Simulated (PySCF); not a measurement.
Si(Cl)2(F)(SH) (Cl2FHSSi), SMILES F[Si](S)(Cl)Cl. Atoms are numbered in the order given.

```xyz
6

F     -0.4665     0.4635     1.7461
Si    -0.0644     0.0608     0.2361
S      1.7746    -0.9888     0.1744
Cl    -1.5068    -1.1884    -0.4971
Cl    -0.0102     1.8183    -0.8192
H      2.4961     0.0896     0.5654
```
Charge 0, spin multiplicity 1.

Geometry optimised at B3LYP-D3(BJ)/def2-SVP. This is a generated structure with no PubChem entry under its InChIKey; it may be hypothetical. Other conformers were not sampled.

Level of theory: PBE/pcSseg-1 (PySCF).

GIAO shieldings, no solvent; atoms listed in one row are averaged. δ = σ(ref) − σ: ¹⁹F against CFCl3 (σ = 133.6 ppm); ²⁹Si against TMS (σ = 335.4 ppm); ³³S against H2S (σ = 706.5 ppm); ³⁵Cl against HCl (σ = 936.5 ppm); ¹H against TMS (σ = 31.49 ppm), references at their B3LYP-D3(BJ)/def2-TZVP geometries, non-relativistic (without spin–orbit terms, shifts of atoms bonded to Cl or Br come out too high).

Computed chemical shifts:
```
nucleus  atoms  count  δ (ppm)
-------  -----  -----  -------
¹⁹F         F1      1    -91.9
²⁹Si       Si2      1     15.0
³³S         S3      1    105.5
³⁵Cl       Cl5      1    191.2
³⁵Cl       Cl4      1    155.9
¹H          H6      1     1.93
```
